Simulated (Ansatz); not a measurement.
Species: H₃NSi, SMILES `N=[SiH2]` with one electron removed (charge 1, multiplicity 2).

Problem. Give a relaxed geometry from r2SCAN-D4/def2-TZVP (Ansatz, a program for electronic structure).

Solution. the end point of this relaxation (outside a Z-matrix the atoms follow the SMILES, hydrogens last).
Cartesian coordinates (Å) in one orientation:
```xyz
5

N      1.021    -0.114     0.051
Si    -0.583     0.061     0.012
H      2.027    -0.224     0.075
H     -1.092     1.437     0.112
H     -1.371    -1.173    -0.118
```
